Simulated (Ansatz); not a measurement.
Species: H$_{3}$Ga, SMILES `[GaH3]` (charge 0, multiplicity 1).

Task: Give a relaxed geometry from PBE-D3(BJ)/def2-TZVP in Ansatz (a first-principles code).

Result: the end point of this relaxation (outside a Z-matrix the atoms follow the SMILES, hydrogens last).
Z-matrix (Å, degrees):
```
Ga
H 1 1.5771
H 1 1.5771 2 120.00
H 1 1.5771 2 120.00 3 179.99
```
